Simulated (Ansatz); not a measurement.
**Ligand exchange: SnH2Cl2 + GaH2Cl → SnH3Cl + GaHCl2**

Species: SnH2Cl2 `[Cl][SnH2][Cl]`, singlet; GaH2Cl `[Cl][GaH2]`, singlet; SnH3Cl `[Cl][SnH3]`, singlet; GaHCl2 `[Cl][GaH][Cl]`, singlet. The partners trade Cl for H: Sn–Cl and Ga–H bonds give way to Sn–H and Ga–Cl.

Shapes, held fixed at every level: PBE0-D4/def2-TZVP. Programs: Ansatz 0.2.0. The zero-point and thermal change to 298 K, harmonic and unscaled (PBE0-D4/def2-TZVP), is +0.2 kJ/mol.

Problem. Estimate ΔH(298 K) of this reaction.

Solution. The highest level, CCSD(T)/def2-TZVPP, gives ΔH(298 K) = -35.7 kJ/mol; the levels span -40.3 to -30.7. The column of differences is taken from that level and isn't an error. No measured value is set beside it here. For atoms past krypton def2 sets carry core potentials with scalar relativity. Relativity is left out for Ga. Outer-core shells of Ga, Sn are correlated in most correlated rows, in sets that cover them unevenly.

| level | kind | ΔH(298 K) (kJ/mol) | less CCSD(T)/def2-TZVPP |
| --- | --- | --- | --- |
| HF/def2-SVP | Hartree–Fock | -37.6 | -1.9 |
| BHLYP-D4/def2-TZVPP | global hybrid | -30.7 | +5.0 |
| PBE0-D4/def2-TZVPP | global hybrid | -30.7 | +5.0 |
| MP2/def2-SVP | perturbation theory | -40.0 | -4.3 |
| MP2/def2-TZVPP | perturbation theory | -34.4 | +1.3 |
| CCSD/def2-SVP | coupled cluster or CI | -40.3 | -4.6 |
| CCSD(T)/def2-TZVPP | coupled cluster or CI | -35.7 | 0.0 |
